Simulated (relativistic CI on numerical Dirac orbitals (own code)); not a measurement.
**Hyperfine structure of W14+, mass number 183**

Computed by Dirac-Coulomb-Breit CI, separate exchange-only KLI orbitals for each configuration, model QED (radiative potential, 1s self-energy scaled to tabulated hydrogen-like ionisation energies), unscaled Slater integrals (own radial code, finite nucleus).

Configurations in the expansion (outside the closed core [Kr]): 4d¹⁰4f¹²5s², 4d¹⁰4f¹⁴, 4d¹⁰4f¹³5s, 4d¹⁰4f¹²5s5p, 4d¹⁰4f¹¹5s²5p, 4d¹⁰4f¹¹5s5p², 4d¹⁰4f¹²5s5d, 4d¹⁰4f¹³5d, 4d¹⁰4f¹³6s, 4d⁹4f¹³5s², 4d¹⁰4f¹²5s5g, 4d¹⁰4f¹¹5s²6s, 4d¹⁰4f¹²5p², 4d¹⁰4f¹¹5p³, 4d⁹4f¹³5p², 4d¹⁰4f¹³5p, 4d⁹4f¹⁴5p, 4d¹⁰4f¹³5f, 4d⁹4f¹⁴5f. Double excitations out of closed p, d and f shells are left out; levels of such configurations are missing from the list, as are those of other unlisted configurations, and high levels can miss mixing partners. Some configurations lack a partner that the ground configuration has and come out too high, among them 4d¹⁰4f¹¹5s²6s.

Nuclear spin I = 1/2, μ = 0.11739 μN (tables of Stone and Pyykkö). The electronic factors are computed for point nuclear moments, without core polarisation or the Bohr-Weisskopf and QED corrections.

| Level | E (cm⁻¹) | A (MHz) |
| --- | --- | --- |
| 4d¹⁰4f¹²5s² ³H6 | 0.0 | 367.7 |
| 4d¹⁰4f¹²5s² ³F4 | 9419.2 | 369.5 |
| 4d¹⁰4f¹²5s² ³H5 | 16428.7 | 485.9 |
| 4d¹⁰4f¹²5s² ³H4 | 24117.6 | 503.2 |
| 4d¹⁰4f¹²5s² ³F3 | 27596.0 | 430.6 |
| 4d¹⁰4f¹²5s² ³F2 | 27897.7 | 484 |
| 4d¹⁰4f¹²5s² ¹I6 | 61077.1 | 494 |
| 4d¹⁰4f¹²5s² ³P1 | 67759.4 | -35.7 |

Levels with J = 0, under 50 % of one LS term, or S terms without an open s electron are left out. Small factors come from cancelling terms and can be off by tens of per cent or more.

At this charge transitions that keep the count of f electrons are usually good to a few per cent. Terms inside the open d or f shell come out 10 to 20 % too wide with unscaled integrals. Levels and lines within the n = 5 or 6 shells can be off by up to 10 % or somewhat more, and those that change n by about 2 %, since core polarisation is missing. Levels that differ in their count of f electrons can be misplaced by several ten thousand cm⁻¹, since the correlation energy of f electrons is missing or only estimated; rates across such gaps can be off by orders of magnitude.

Question: Give the hyperfine levels of 4d¹⁰4f¹²5s² ³H6 relative to its centre of gravity.

Answer: With K = F(F + 1) − I(I + 1) − J(J + 1), E = AK/2: F = 11/2: -1287, F = 13/2: 1103 MHz.

LS names give the leading component of a level, which can be under half, so a name can repeat, a term be missing and a line seem to break the LS rules.
